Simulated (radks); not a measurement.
The numbers below are computed, except where a source is named.
Initial-state core-level shifts of neutral strontium when its valence configuration changes from [Kr] 5s2. Level of theory: Dirac Kohn-Sham, PBE, spin-unpolarised, spherical densities, finite nucleus; open shells fill j = l - 1/2 first; Fermi nuclear charge, rms radius 4.224 fm (a radial shooting solver on a logarithmic mesh with Libxc functionals). Shifts are changes of the shell-averaged eigenvalues in eV (positive: less bound); the change of the density at the nucleus, which sets a Mossbauer isomer shift, is in e/bohr^3, on a base of 6.099e+04.

| valence | 2s | 2p | 3s | 3p | density at nucleus |
|---|---|---|---|---|---|
| 4d2 | +1.402 | +1.385 | +1.388 | +1.391 | -11.904 |
| 4d1 5p1 | +0.031 | +0.021 | +0.015 | +0.017 | -11.589 |
| 4d1.5 5p0.5 | +0.844 | +0.830 | +0.829 | +0.831 | -11.789 |
| 5s1 5p1 | -1.301 | -1.300 | -1.301 | -1.300 | -5.000 |
| 4d0.5 5s1.5 | +0.628 | +0.623 | +0.621 | +0.621 | -3.446 |
| 5s1.5 5p0.5 | -0.664 | -0.663 | -0.664 | -0.664 | -2.402 |
| 4d1 5s1 | +1.031 | +1.021 | +1.020 | +1.021 | -6.479 |
| 5p2 | -2.509 | -2.506 | -2.509 | -2.508 | -10.702 |
